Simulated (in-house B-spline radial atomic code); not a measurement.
Atomic self-consistent-field run: Rb³⁺ (with a hole in an inner shell). Method: Dirac-Hartree-Fock, average of configuration, Fermi nucleus of rms radius 4.2036 fm. Calculated with a radial B-spline atomic code at the basis-set limit.

Command:
```bash
python run_scf.py task.json out
```
Settings (nuclear radius in fm, mass in u):
```
Z                37
configuration    1s2 2s2 2p6 3s1 3p6 3d10 4s2 4p5
hamiltonian      dirac
method           hf
spin_polarised   False
nucleus          fermi
rms_radius       4.2036
atomic_mass      84.91179
speed_of_light   137.035999084
```

Output (hartree, bohr):
```
 radial grid: 69 intervals, B-splines of order 8, outer radius 28.1081 bohr

 iter        energy (Eh)    residual
    1       -2962.343811    5.12e-01
    2       -2965.123088    1.91e-01
    3       -2965.646110    4.76e-02
    4       -2965.681601    1.33e-02
    5       -2965.683885    6.78e-03
    6       -2965.684454    3.02e-04
    7       -2965.684456    4.04e-05
    8       -2965.684456    4.23e-06
    9       -2965.684456    1.86e-07

 total energy                     -2965.68446
 kinetic                            3050.7147
 electron-nucleus                  -7107.1790
 electron-electron                  1090.7799

 first-order corrections (not in the total)
   Gaunt                             1.7281
   retardation                      -0.1674
   frequency dependence             -0.0086
   self-energy                       1.1537
   Uehling                          -0.1211
   Wichmann-Kroll                    0.0014
   recoil                            0.0137

 orbital      occ     eigenvalue          <r>       <r^2>       <1/r>     <1/r^2>       r_max    small
 1s1/2      2.000      -564.3516    0.0402774  0.00218595     37.8812     2995.31     0.02629  1.81e-02
 2s1/2      2.000       -79.5340     0.177205    0.037102     8.52391      317.08      0.1494  3.63e-03
 2p1/2      2.000       -72.1184     0.152241   0.0284488     8.46964     102.551      0.1174  3.61e-03
 2p3/2      4.000       -69.8635     0.156266   0.0298464     8.16214     90.9093      0.1207  3.51e-03
 3s1/2      1.000       -14.5072     0.506469     0.29527     2.84972     54.5606      0.4487  9.15e-04
 3p1/2      2.000       -11.5683     0.504609    0.296958      2.7433     17.3395      0.4385  8.65e-04
 3p3/2      4.000       -11.2069     0.514192    0.308153     2.67207     15.4567      0.4468  8.42e-04
 3d3/2      4.000        -6.5331     0.507537    0.312051     2.44898     7.71168       0.389  7.26e-04
 3d5/2      6.000        -6.4707     0.510917    0.316076     2.43038     7.57612      0.3916  7.19e-04
 4s1/2      2.000        -2.8518      1.36518     2.10898    0.986402     8.28458       1.216  1.81e-04
 4p1/2      1.667        -2.0927      1.50813     2.58755    0.873769     2.34107       1.315  1.45e-04
 4p3/2      3.333        -2.0469      1.53274     2.67185     0.85702      2.1131       1.337  1.41e-04
```

Run time, properties included: 1.1 s on 1 thread of Arm Neoverse V1, with other jobs on the host.

For the Dirac Hamiltonian the kinetic term is c α·p + (β - 1)c².
